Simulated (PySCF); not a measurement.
Gas-phase reaction: Ti(OH)4 + TiCl4 ⇌ 2 TiCl2(OH)2

Method: PySCF energies plus ideal-gas RRHO corrections (1 bar). † marks an energy on the PBE0/def2-TZVP geometry and frequencies; other levels use their own. MP2 freezes the core. 6-31G* has spherical d functions here. All species are closed-shell singlets. Ti(OH)4, TiCl2(OH)2: computed as isolated molecules; such fragments, hydroxides, amides, oligomers or adducts are transient or little studied in the gas. MP2 isn't extrapolated to the basis-set limit; its ΔH°(298 K) is -37.6 kJ in def2-SVP and -21.5 kJ in def2-TZVPP. The harmonic model lacks anharmonicity and excited electronic states, which grow with temperature; levels with a mode under 35 cm⁻¹ are left out. Soft modes under 120 cm⁻¹ make the harmonic entropy rough for TiCl4, TiCl2(OH)2.

ΔH° and ΔS° at 298 K: BLYP/def2-TZVP† -27 kJ, 43 J/K; HF/6-31G* -68 kJ, 29 J/K; MP2/def2-SVP† -38 kJ, 43 J/K; MP2/def2-TZVPP† -22 kJ, 43 J/K.

Task: With the heat capacities included, give log10 K (1 bar) at 500, 600, 1000, 1600, 1800 K from BLYP/def2-TZVP†, HF/6-31G*, MP2/def2-SVP†, MP2/def2-TZVPP†.

Result: 
```csv
T (K),BLYP/def2-TZVP†,HF/6-31G*,MP2/def2-SVP†,MP2/def2-TZVPP†
500,5.1,8.6,6.2,4.5
600,4.6,7.5,5.6,4.2
1000,3.7,5.1,4.3,3.4
1600,3.2,3.8,3.6,3.0
1800,3.1,3.5,3.4,3.0
```
